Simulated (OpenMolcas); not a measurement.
An atom or ion with 48 electrons was computed by XMS-CASPT2, IPEA 0.25 Eh, imaginary shift 0.1 Eh with spin-orbit coupling (OpenMolcas, ANO-RCC-VQZP, DKH2). The lowest levels that the run gave, each within 12 % of the measured value where one is at hand:

```json
{"J": "0", "Parity": "even", "E (cm⁻¹)": "0.0", "g": ""}
{"J": "0", "Parity": "odd", "E (cm⁻¹)": "87980", "g": ""}
{"J": "1", "Parity": "odd", "E (cm⁻¹)": "91120", "g": "1.489"}
{"J": "2", "Parity": "odd", "E (cm⁻¹)": "99890", "g": "1.501"}
{"J": "1", "Parity": "odd", "E (cm⁻¹)": "125980", "g": "1.012"}
{"J": "0", "Parity": "even", "E (cm⁻¹)": "202750", "g": ""}
{"J": "2", "Parity": "even", "E (cm⁻¹)": "207090", "g": "1.110"}
{"J": "1", "Parity": "even", "E (cm⁻¹)": "209710", "g": "1.501"}
{"J": "2", "Parity": "even", "E (cm⁻¹)": "220310", "g": "1.391"}
{"J": "0", "Parity": "even", "E (cm⁻¹)": "243710", "g": ""}
```

Task: Which ion is it, and what are the configurations and terms?

Result: I VI (Z = 53, charge +5; active space 2 electrons in 4 orbitals (5s 5p)). J, parity and g give the terms where levels are pure, and mixed ones are named by the computed weights; the size of the splittings, set against known spectra of the 48-electron sequence, gives the charge. In order, with the measured energies in cm⁻¹ (the list in Rauch et al., Astron. Astrophys. 606, A105 (2017)): 5s² ¹S₀, 5s 5p ³P°₀ (85666), 5s 5p ³P°₁ (89262), 5s 5p ³P°₂ (99685), 5s 5p ¹P°₁ (127424), 5p² ³P₀ (200085), 5p² ¹D₂ (209432), 5p² ³P₁ (208474), 5p² ³P₂ (221984), 5p² ¹S₀ (245658).

CASPT2 does not keep the components of a term degenerate, so their means are used; among the terms shown or strongly mixed into the levels shown the widest spread is 630 cm-1 (5p² ¹D). Over all roots computed the reference weight is 0.82 to 0.95; the roots of lowest weight are the least certain, and an intruder state may touch them. The ¹D term of p² mixes with s d, which this space lacks. Computed and measured levels are paired by configuration, term and J; levels that our copy of the source lacks, or whose pairing is in doubt (as where it misses far off the trend of its configuration), stay unpaired and out of the deviations. Levels of configurations outside the active space are missing.

° marks odd parity.
